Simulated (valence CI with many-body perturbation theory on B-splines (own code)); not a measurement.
**Se XXVIII: calculated level list**

Level of theory: valence CI with perturbative core correlation (CI+MBPT): five valence electrons over a frozen Dirac-Fock core [He], radial functions for each j: 11 s, 11 p, 10 d, 8 f, 5 g, 2 h, with the one-electron correlation potential Σ1, the two-electron term Σ2, the three-electron term Σ3, Breit, model QED; selected CI, second order for the rest, scaled by the run's own slope (own B-spline code, finite nucleus).

No measured spectrum was set against this ion. As an estimate, large intervals hold to a few tenths of a per cent, small ones and those within an open d or f shell to about a per cent. Among the levels kept, up to 5300 cm⁻¹ of a level comes from second order outside the variational space, and about a tenth of that is noise between levels of different J, which matters for small intervals.

Levels 181 to 209 of 209, with energies above the lowest level, 2s²2p³ ⁴S°_3/2. "Leading %" is the weight of the configuration and term that name the level; weights of strongly mixed levels are sums over their largest components and can fall short. Lifetimes count E1, E2, E3, M1 and M2 decay at the calculated energies, and are blank where another channel may lead or the interval is too uncertain; long ones can be off by a factor of two.

| No. | Configuration | Term | J | E (Ry) | Leading % | Lifetime | g |
| --- | --- | --- | --- | --- | --- | --- | --- |
| 181 | 2s2p³3d | ²F° | 7/2 | 144.65 | 46 | 97.1 fs | 1.186 |
| 182 | 2s2p³3p | ²P | 1/2 | 144.88 | 64 | 59.1 fs | 1.105 |
| 183 | 2s2p³3d | ²D° | 5/2 | 144.97 | 34 | 60.5 fs | 1.128 |
| 184 | 2s2p³3d | ⁴P° | 1/2 | 145.01 | 52 | 15.5 fs | 2.015 |
| 185 | 2s2p³3d | ²P° | 3/2 | 145.01 | 26 | 23.1 fs | 1.371 |
| 186 | 2s2p³3d | ²G° | 7/2 | 145.12 | 37 | 36.2 fs | 1.124 |
| 187 | 2s2p³3d | ²P° | 1/2 | 145.38 | 53 | 16.1 fs | 0.725 |
| 188 | 2s2p³3d | ⁴D° | 5/2 | 145.51 | 51 | 41.4 fs | 1.233 |
| 189 | 2s2p³3d | ²F° | 5/2 | 145.54 | 51 | 15.5 fs | 1.036 |
| 190 | 2s2p³3d | ⁴D° | 3/2 | 145.60 | 54 | 21.9 fs | 1.039 |
| 191 | 2s2p³3d | ⁴D° | 7/2 | 145.68 | 53 | 61.2 fs | 1.286 |
| 192 | 2s2p³3d | ⁴D° | 1/2 | 145.79 | 63 | 18.1 fs | 0.292 |
| 193 | 2s2p³3d | ²P° | 3/2 | 145.87 | 50 | 20.7 fs | 1.088 |
| 194 | 2s2p³3p | ²P | 1/2 | 145.89 | 43 | 227 fs | 1.497 |
| 195 | 2s2p³3p | ²P | 3/2 | 145.96 | 41 | 133 fs | 1.131 |
| 196 | 2s2p³3d | ²D° | 3/2 | 146.14 | 44 | 17.4 fs | 1.103 |
| 197 | 2s2p³3p | ²D | 5/2 | 146.21 | 58 | 159 fs | 1.314 |
| 198 | 2s2p³3p | ²P | 3/2 | 146.44 | 65 | 304 fs | 1.255 |
| 199 | 2s2p³3d | ²D° | 5/2 | 146.50 | 54 | 18.9 fs | 1.151 |
| 200 | 2p⁴3s | ⁴P | 5/2 | 146.77 | 65 | 518 fs | 1.494 |
| 201 | 2p⁴3s | ²P | 3/2 | 147.15 | 54 | 136 fs | 1.284 |
| 202 | 2s2p³3d | ²G° | 9/2 | 147.27 | 67 | 10.2 ps | 1.180 |
| 203 | 2s2p³3p | ²P | 1/2 | 147.32 | 51 | 348 fs | 1.322 |
| 204 | 2s2p³3d | ²F° | 7/2 | 147.60 | 59 | 224 fs | 1.159 |
| 205 | 2s2p³3d | ²P° | 3/2 | 147.63 | 52 | 17.1 fs | 1.304 |
| 206 | 2s2p³3d | ²S° | 1/2 | 147.65 | 46 | 16.9 fs | 1.705 |
| 207 | 2s2p³3d | ²D° | 5/2 | 147.67 | 64 | 24.3 fs | 1.239 |
| 208 | 2s2p³3d | ²F° | 7/2 | 147.69 | 45 | 16.7 fs | 1.085 |
| 209 | 2s2p³3d | ²F° | 5/2 | 147.77 | 60 | 19.8 fs | 0.984 |

Names give the largest LS component (configuration and term), which can be under half, so a name can repeat, a term be missing and a line seem to break the LS rules; names also repeat where a configuration has a term twice.

Where two levels of one J and parity lie close, their mixing, g and order are uncertain.
